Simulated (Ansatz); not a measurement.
Ansatz (a first-principles code) input (MP2/6-31G*):

Ansatz 0.2 input:
```yaml
crystal:
  periodic: [false, false, false]
  atoms:
    - {symbol: C, position_ang: [-0.05325798, 1.56288294, 0.21977705]}
    - {symbol: C, position_ang: [-0.40980896, 0.08480291, 0.25930687]}
    - {symbol: C, position_ang: [-1.71775829, -0.22871434, -0.44000999]}
    - {symbol: O, position_ang: [0.60725214, -0.69073573, -0.39973606]}
    - {symbol: C, position_ang: [1.75379242, -0.88129556, 0.29015315]}
    - {symbol: H, position_ang: [0.91243860, 1.74031365, 0.69347775]}
    - {symbol: H, position_ang: [-0.80975672, 2.14958304, 0.74400018]}
    - {symbol: H, position_ang: [0.00078800, 1.90948661, -0.81389437]}
    - {symbol: H, position_ang: [-0.45906921, -0.25306841, 1.30230955]}
    - {symbol: H, position_ang: [-1.66413917, 0.06569161, -1.48955737]}
    - {symbol: H, position_ang: [-1.93516915, -1.29573738, -0.39153000]}
    - {symbol: H, position_ang: [-2.53777583, 0.31620600, 0.02988877]}
    - {symbol: H, position_ang: [2.48038015, -1.48993304, -0.22602373]}
    - {symbol: H, position_ang: [1.71648291, -0.84271200, 1.37385529]}
basis:
  gaussian:
    orbitals: 6-31G*
magnetization: {spin_polarized: true, initial_magnetization: 1}
correlation: {method: mp2, electrons: outside_noble_gas}
relax: {f_tol: 0.003, max_steps: 120}
```

Output:

```
Functional definition: HF
these checks for a lower state are left out or cut short: cluster_reference
integrals: 0.07 GiB planned
1105 factors; integrals over basis functions are off by at most 4.2e-4 eV
mean field: 0.44 GiB planned
mean field evaluation 1: about -6297.0047 eV, gradient 2.2e1 eV
mean field evaluation 2: about -6297.0958 eV, gradient 2.2e1 eV
mean field evaluation 4: about -6299.7575 eV, gradient 3.4e0 eV
mean field evaluation 8: about -6299.8296 eV, gradient 1.9e-1 eV
mean field -6299.83044425 eV, -231.5144986479 hartree, gradient 6.8e-6 eV, S^2 0.760591; 0 other end points of the search recorded, 0 dependent functions left out
5 core orbitals not correlated
reference -6299.83044425 eV, -231.5144986479 hartree; 16, 15 occupied and 72, 73 virtual orbitals, 1105 factors
densities: 0.34 GiB planned
second order -18.51369257 eV of doubles, -0.00000000 eV of singles
the calculation of the forces begins
mean field evaluation 16: about -6299.8304 eV, gradient 6.8e-6 eV
relax step   1: F+E_penalty+E_count = -6318.34413682 eV  Δ(F+E_penalty+E_count) = +0.000e0 eV  max|allowed force component| = 5.275e-1 eV/Å  Δτ_max = 0.0000 Å  (42 SCF iters, accepted)
these checks for a lower state are left out or cut short: starts, cluster_reference, orbital_swaps, neighbouring_geometries, increment
integrals: 0.07 GiB planned
1105 factors; integrals over basis functions are off by at most 4.3e-4 eV
mean field: 0.44 GiB planned
mean field -6299.83217554 eV, -231.5145622714 hartree, gradient 1.8e-6 eV, S^2 0.759519; 0 other end points of the search recorded, 0 dependent functions left out
5 core orbitals not correlated
reference -6299.83217554 eV, -231.5145622714 hartree; 16, 15 occupied and 72, 73 virtual orbitals, 1105 factors
densities: 0.34 GiB planned
second order -18.52750661 eV of doubles, -0.00000000 eV of singles
the calculation of the forces begins
relax step   2: F+E_penalty+E_count = -6318.35968214 eV  Δ(F+E_penalty+E_count) = -1.555e-2 eV  max|allowed force component| = 2.120e-1 eV/Å  Δτ_max = 0.0465 Å  (45 SCF iters, accepted)
these checks for a lower state are left out or cut short: starts, cluster_reference, orbital_swaps, neighbouring_geometries, increment
integrals: 0.07 GiB planned
1105 factors; integrals over basis functions are off by at most 4.3e-4 eV
mean field: 0.44 GiB planned
mean field evaluation 32: about -6299.8248 eV, gradient 1.6e-3 eV
mean field -6299.82480636 eV, -231.5142914593 hartree, gradient 1.8e-6 eV, S^2 0.759409; 0 other end points of the search recorded, 0 dependent functions left out
5 core orbitals not correlated
reference -6299.82480636 eV, -231.5142914593 hartree; 16, 15 occupied and 72, 73 virtual orbitals, 1105 factors
densities: 0.34 GiB planned
second order -18.53654861 eV of doubles, -0.00000000 eV of singles
the calculation of the forces begins
relax step   3: F+E_penalty+E_count = -6318.36135498 eV  Δ(F+E_penalty+E_count) = -1.673e-3 eV  max|allowed force component| = 4.985e-2 eV/Å  Δτ_max = 0.0189 Å  (49 SCF iters, accepted)
these checks for a lower state are left out or cut short: starts, cluster_reference, orbital_swaps, neighbouring_geometries, increment
integrals: 0.07 GiB planned
1105 factors; integrals over basis functions are off by at most 4.2e-4 eV
mean field: 0.44 GiB planned
mean field -6299.82448341 eV, -231.5142795908 hartree, gradient 1.8e-6 eV, S^2 0.759434; 0 other end points of the search recorded, 0 dependent functions left out
5 core orbitals not correlated
reference -6299.82448341 eV, -231.5142795908 hartree; 16, 15 occupied and 72, 73 virtual orbitals, 1105 factors
densities: 0.34 GiB planned
second order -18.53702653 eV of doubles, -0.00000000 eV of singles
the calculation of the forces begins
relax step   4: F+E_penalty+E_count = -6318.36150994 eV  Δ(F+E_penalty+E_count) = -1.550e-4 eV  max|allowed force component| = 2.061e-2 eV/Å  Δτ_max = 0.0076 Å  (34 SCF iters, accepted)
these checks for a lower state are left out or cut short: starts, cluster_reference, orbital_swaps, neighbouring_geometries, increment
integrals: 0.07 GiB planned
1105 factors; integrals over basis functions are off by at most 4.2e-4 eV
mean field: 0.44 GiB planned
mean field -6299.82477399 eV, -231.5142902697 hartree, gradient 1.9e-6 eV, S^2 0.759440; 0 other end points of the search recorded, 0 dependent functions left out
5 core orbitals not correlated
reference -6299.82477399 eV, -231.5142902697 hartree; 16, 15 occupied and 72, 73 virtual orbitals, 1105 factors
densities: 0.34 GiB planned
second order -18.53676999 eV of doubles, -0.00000000 eV of singles
the calculation of the forces begins
relax step   5: F+E_penalty+E_count = -6318.36154398 eV  Δ(F+E_penalty+E_count) = -3.404e-5 eV  max|allowed force component| = 4.515e-3 eV/Å  Δτ_max = 0.0045 Å  (32 SCF iters, accepted)
these checks for a lower state are left out or cut short: starts, cluster_reference, orbital_swaps, neighbouring_geometries, increment
integrals: 0.07 GiB planned
1105 factors; integrals over basis functions are off by at most 4.3e-4 eV
mean field: 0.44 GiB planned
mean field -6299.82479811 eV, -231.5142911558 hartree, gradient 2.9e-6 eV, S^2 0.759435; 0 other end points of the search recorded, 0 dependent functions left out
5 core orbitals not correlated
reference -6299.82479811 eV, -231.5142911558 hartree; 16, 15 occupied and 72, 73 virtual orbitals, 1105 factors
densities: 0.34 GiB planned
second order -18.53675479 eV of doubles, -0.00000000 eV of singles
the calculation of the forces begins
relax step   6: F+E_penalty+E_count = -6318.36155290 eV  Δ(F+E_penalty+E_count) = -8.916e-6 eV  max|allowed force component| = 3.327e-3 eV/Å  Δτ_max = 0.0076 Å  (34 SCF iters, accepted)
these checks for a lower state are left out or cut short: starts, cluster_reference, orbital_swaps, neighbouring_geometries, increment
integrals: 0.07 GiB planned
1105 factors; integrals over basis functions are off by at most 4.3e-4 eV
mean field: 0.44 GiB planned
mean field evaluation 64: about -6299.8208 eV, gradient 5.2e-1 eV
mean field -6299.82274997 eV, -231.5142158882 hartree, gradient 5.0e-6 eV, S^2 0.759476; 0 other end points of the search recorded, 0 dependent functions left out
5 core orbitals not correlated
reference -6299.82274997 eV, -231.5142158882 hartree; 16, 15 occupied and 72, 73 virtual orbitals, 1105 factors
densities: 0.34 GiB planned
second order -18.53634534 eV of doubles, -0.00000000 eV of singles
the calculation of the forces begins
relax step   7: F+E_penalty+E_count = -6318.35909531 eV  Δ(F+E_penalty+E_count) = +2.458e-3 eV  max|allowed force component| = 2.586e-1 eV/Å  Δτ_max = 0.0097 Å  (34 SCF iters, rejected (line search))
these checks for a lower state are left out or cut short: starts, cluster_reference, orbital_swaps, neighbouring_geometries, increment
integrals: 0.07 GiB planned
1105 factors; integrals over basis functions are off by at most 4.3e-4 eV
mean field: 0.44 GiB planned
mean field -6299.82477245 eV, -231.5142902130 hartree, gradient 2.5e-6 eV, S^2 0.759442; 0 other end points of the search recorded, 0 dependent functions left out
5 core orbitals not correlated
reference -6299.82477245 eV, -231.5142902130 hartree; 16, 15 occupied and 72, 73 virtual orbitals, 1105 factors
densities: 0.34 GiB planned
second order -18.53678521 eV of doubles, -0.00000000 eV of singles
the calculation of the forces begins
relax step   8: F+E_penalty+E_count = -6318.36155766 eV  Δ(F+E_penalty+E_count) = -4.765e-6 eV  max|allowed force component| = 1.180e-3 eV/Å  Δτ_max = 0.0022 Å  (30 SCF iters, accepted)
these checks for a lower state are left out or cut short: cluster_reference
integrals: 0.07 GiB planned
1105 factors; integrals over basis functions are off by at most 4.3e-4 eV
mean field: 0.44 GiB planned
mean field -6299.82477245 eV, -231.5142902130 hartree, gradient 2.5e-6 eV, S^2 0.759442; 1 other end points of the search recorded, 0 dependent functions left out
5 core orbitals not correlated
reference -6299.82477245 eV, -231.5142902130 hartree; 16, 15 occupied and 72, 73 virtual orbitals, 1105 factors
densities: 0.34 GiB planned
second order -18.53678521 eV of doubles, -0.00000000 eV of singles
the calculation of the forces begins
mean field evaluation 96: about -6299.8248 eV, gradient 2.5e-6 eV
Total energy: -6318.36155766 eV, -232.1955045049 hartree
Atom 0 at    -0.050394     1.560972     0.218812 Å, force     0.001134    -0.000458    -0.000168 eV/Å
Atom 1 at    -0.410953     0.085224     0.267491 Å, force    -0.000098    -0.000119     0.000204 eV/Å
Atom 2 at    -1.717950    -0.228358    -0.433228 Å, force     0.000229    -0.000644    -0.000318 eV/Å
Atom 3 at     0.594978    -0.694195    -0.407151 Å, force    -0.000702     0.000804    -0.000004 eV/Å
Atom 4 at     1.763178    -0.838803     0.285863 Å, force    -0.001180     0.001032     0.000121 eV/Å
Atom 5 at     0.911115     1.740484     0.705314 Å, force     0.000111     0.000553     0.000232 eV/Å
Atom 6 at    -0.815057     2.161093     0.721469 Å, force    -0.000327    -0.000165     0.000008 eV/Å
Atom 7 at     0.022846     1.883985    -0.823270 Å, force     0.000025    -0.000224     0.000015 eV/Å
Atom 8 at    -0.458839    -0.252566     1.314094 Å, force     0.000259     0.000170    -0.000148 eV/Å
Atom 9 at    -1.654184     0.070442    -1.482867 Å, force    -0.000178     0.000136    -0.000063 eV/Å
Atom 10 at    -1.926940    -1.299507    -0.388649 Å, force    -0.000111    -0.000156    -0.000090 eV/Å
Atom 11 at    -2.543631     0.313453     0.036538 Å, force     0.000045     0.000047     0.000159 eV/Å
Atom 12 at     2.474657    -1.467281    -0.233891 Å, force     0.000247    -0.000488     0.000404 eV/Å
Atom 13 at     1.695572    -0.888172     1.371492 Å, force     0.000545    -0.000486    -0.000352 eV/Å
Dipole moment:    -0.138073     0.082832     0.213671 e Å
Checks for a lower state left out: cluster_reference
```

The geometry given is a B3LYP-D3(BJ)/def2-TZVP minimum.
